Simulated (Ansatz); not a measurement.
Cartesian coordinates (Å):
```xyz
5

O     -1.0337    -0.6140    -0.7476
C     -0.5539     0.1587     0.0298
S      1.1674     0.2713     0.4723
H     -1.1412     0.9147     0.5796
H      1.5614    -0.7307    -0.3342
```
Charge 0, multiplicity 1.

Computed with frozen-core CCSD(T)/cc-pVTZ // B3LYP-D3(BJ)/def2-TZVP in Ansatz (a program for electronic structure).

The HF energy comes out as -511.47506 Ha and the MP2 correlation energy comes out as -0.56723 Ha.

Problem. Estimate the CCSD correlation energy, the (T) correction, the total energy and the T1 diagnostic.

Solution. 
```yaml
CCSD correlation energy: -0.58716 Ha
"(T) correction": -0.02768 Ha
CCSD(T) total energy: -512.08989 Ha
T1 diagnostic: 0.017
```
